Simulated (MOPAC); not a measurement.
MOPAC input (AM1):

```
AM1 1SCF UHF MS=0.5 GEO-OK AUX(PRECISION=9) THREADS=1
H4BO3Si

O    -1.99872700 1   -0.89920800 1   -0.21622000 1
B    -0.88757300 1   -0.09985300 1   -0.24921900 1
O    -0.96309500 1    1.14477100 1   -0.80927000 1
O     0.30210900 1   -0.53409300 1    0.27211600 1
Si    1.79177700 1    0.17984000 1    0.41991500 1
H    -1.83156700 1   -1.75132900 1    0.19781900 1
H    -1.84048900 1    1.35392200 1   -1.14422100 1
H     1.67354700 1    1.46821800 1    1.15584700 1
H     2.62920300 1   -0.78107200 1    1.18484100 1
```

From the output:

```
                                                       MOPAC v23.2.5 Linux

          FINAL HEAT OF FORMATION =       -225.91076 KCAL/MOL =    -945.21063 KJ/MOL

          COSMO AREA              =        126.04 SQUARE ANGSTROMS
          COSMO VOLUME            =        114.23 CUBIC ANGSTROMS

          IONIZATION POTENTIAL    =          8.589299 EV
          ALPHA SOMO LUMO (EV)    =         -8.589  0.711
          BETA  SOMO LUMO (EV)    =        -11.253 -0.427
          NO. OF ALPHA ELECTRONS  =         15
          NO. OF BETA  ELECTRONS  =         14
          MOLECULAR WEIGHT        =         90.9253         POINT GROUP:  C1

          MOLECULAR DIMENSIONS (Angstroms)

            Atom       Atom       Distance
            H     9    H     7     5.47365
            H     8    H     6     4.41731
           Si     5    H     6     0.91927

          SCF CALCULATIONS        =          1

   ATOM   CHEMICAL          X               Y               Z
  NUMBER   SYMBOL      (ANGSTROMS)     (ANGSTROMS)     (ANGSTROMS)

     1       O         -1.99872700  *  -0.89920800  *  -0.21622000  *
     2       B         -0.88757300  *  -0.09985300  *  -0.24921900  *
     3       O         -0.96309500  *   1.14477100  *  -0.80927000  *
     4       O          0.30210900  *  -0.53409300  *   0.27211600  *
     5      Si          1.79177700  *   0.17984000  *   0.41991500  *
     6       H         -1.83156700  *  -1.75132900  *   0.19781900  *
     7       H         -1.84048900  *   1.35392200  *  -1.14422100  *
     8       H          1.67354700  *   1.46821800  *   1.15584700  *
     9       H          2.62920300  *  -0.78107200  *   1.18484100  *

                             CARTESIAN COORDINATES

   1    O       -1.998727000    -0.899208000    -0.216220000
   2    B       -0.887573000    -0.099853000    -0.249219000
   3    O       -0.963095000     1.144771000    -0.809270000
   4    O        0.302109000    -0.534093000     0.272116000
   5   Si        1.791777000     0.179840000     0.419915000
   6    H       -1.831567000    -1.751329000     0.197819000
   7    H       -1.840489000     1.353922000    -1.144221000
   8    H        1.673547000     1.468218000     1.155847000
   9    H        2.629203000    -0.781072000     1.184841000

           Empirical Formula: H4 O3 B Si  =     9 atoms

      MOLECULAR POINT GROUP   :   C1

          ALPHA EIGENVALUES
 -38.50921 -36.70479 -36.42455 -22.13329 -19.55140 -18.95012 -15.87611 -15.14878
 -14.67809 -14.36630 -13.43716 -13.12722 -12.62029 -11.26746  -8.58930   0.71141
   1.66905   1.90818   2.90188   3.39379   4.37596   5.33207   7.66507   7.97947

           BETA EIGENVALUES
 -38.47396 -36.70134 -36.30984 -22.10809 -19.53605 -18.86932 -15.74032 -14.99883
 -14.58678 -14.14846 -13.24358 -12.76350 -12.61137 -11.25343  -0.42697   1.11222
   1.97104   2.19078   3.03155   3.45269   4.38136   5.35467   7.68318   7.99008

              NET ATOMIC CHARGES AND DIPOLE CONTRIBUTIONS

  ATOM NO.   TYPE          CHARGE      No. of ELECS.   s-Pop       p-Pop
    1          O          -0.330066        6.3301     1.84018     4.48989
    2          B           0.302201        2.6978     1.06101     1.63679
    3          O          -0.326521        6.3265     1.83806     4.48846
    4          O          -0.560725        6.5607     1.80655     4.75417
    5         Si           0.842931        3.1571     0.95321     2.20386
    6          H           0.246838        0.7532     0.75316
    7          H           0.248290        0.7517     0.75171
    8          H          -0.221563        1.2216     1.22156
    9          H          -0.201385        1.2014     1.20139
 DIPOLE           X         Y         Z       TOTAL
 POINT-CHG.     1.141     0.383    -1.289     1.763
 HYBRID        -1.170    -0.702     0.862     1.614
 SUM           -0.029    -0.319    -0.426     0.533

          ATOMIC ORBITAL ELECTRON POPULATIONS

     Atom    s        px        py        pz
    1  O   1.84018   1.41523   1.31895   1.75570
    2  B   1.06101   0.59964   0.59718   0.43996
    3  O   1.83806   1.37023   1.39074   1.72749
    4  O   1.80655   1.32586   1.69838   1.72993
    5 Si   0.95321   0.60829   0.74451   0.85107
    6  H   0.75316
    7  H   0.75171
    8  H   1.22156
    9  H   1.20139

                    (SZ)    =    0.500000
                    (S**2)  =    0.756381

          ATOMIC ORBITAL SPIN POPULATIONS

    Atom   Total    s     px     py     pz
         Atomic
    1  O -0.0010  0.000 -0.003  0.000  0.001
    2  B  0.0049  0.000  0.001  0.001  0.003
    3  O  0.0013 -0.000 -0.000  0.001  0.000
    4  O  0.0468  0.002  0.002 -0.008  0.051
    5 Si  1.0207  0.266  0.142  0.066  0.547
    6  H  0.0001  0.000
    7  H -0.0002 -0.000
    8  H -0.0382 -0.038
    9  H -0.0345 -0.034

 **********************
 *                    *
 * JOB ENDED NORMALLY *
 *                    *
 **********************

 == MOPAC DONE ==
```

The geometry given is a B3LYP-D3(BJ)/def2-TZVP minimum.
